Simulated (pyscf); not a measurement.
PySCF, gas phase, ωB97X-D3(BJ)/def2-SVP geometries. MP2 and CC: frozen core, UHF for open shells. ΔMP2 is the change of the MP2 total energy from the triple- to the quadruple-zeta basis.

Task: Estimate by transition-state theory (the high-pressure limit) the rate constant of H₃C–SnH₂• → •H₂C–SnH₃ (doublet surface; C–H broken, H–Sn formed) at 600 K, with CCSD(T)/def2-TZVPP + ΔMP2(QZVPP) energies (ideal gas, 1 atm, RRHO with modes under 100 cm⁻¹ raised to 100, one conformer, R ln 2 for rigid chiral ones; no tunnelling).

Result: The electronic barrier is 63.2 kcal/mol and the thermal terms add -3.9, so ΔG‡ = 59.3 kcal/mol. With k_BT/h = 1.25e+13 s⁻¹ and RT = 1.192 kcal/mol, k = 3.3e-09 s⁻¹; so small a molecule is far into fall-off at 1 atm, where the true rate is lower. Wigner's tunnelling factor for 1813i cm⁻¹ would be 1.79, likely too low at so high a frequency. A shift of 1 kcal/mol in the barrier changes k by a factor 2.3. One saddle was located; it need not be the lowest between these sides. The CCSD(T) − MP2 part came from Ansatz, without density fitting, on the same reference. A UHF reference is spin-contaminated (<S²> up to 0.88), which harms MP2 most. The frozen core leaves the outer d or s,p core shells of the metals and heavy elements correlated in the MP2 and CC values, and def2-TZVPP describes them poorly, which can shift differences by a few kcal/mol. Elements past Kr carry the def2 core potentials, without spin-orbit coupling.
